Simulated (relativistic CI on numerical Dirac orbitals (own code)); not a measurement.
# Crystal-field levels of Co⁺, 3d8

Calculated by Dirac-Coulomb-Breit CI, orbitals from a KLI potential per configuration, model QED (radiative potential, 1s self-energy scaled to tabulated hydrogen-like ionisation energies), valence Slater integrals scaled by 0.85, one configuration in a parametric crystal field (own radial code).

Field parameters in Wybourne normalisation: Td as Oh with Dq negative (B⁴₀ = 21Dq, B⁴₄ = √(5/14) B⁴₀). The field is a parameter set, without covalency.

S is read from ⟨S²⟩ = S(S + 1).

Levels (cm⁻¹, degeneracy): 0 (1), 298 (3), 863 (2), 922 (3), 7659 (3), 7699 (2), 7781 (3), 7971 (1), 13804 (3), 14359 (2), 15993 (3), 20766 (3).

(1) Which field gives this pattern?
A. Td, 10Dq = -8050 cm⁻¹
B. Td, 10Dq = -8200 cm⁻¹
C. Td, 10Dq = -2650 cm⁻¹

Answers

(1) B. Td, 10Dq = -8200 cm⁻¹, ground level with S = 1.00.
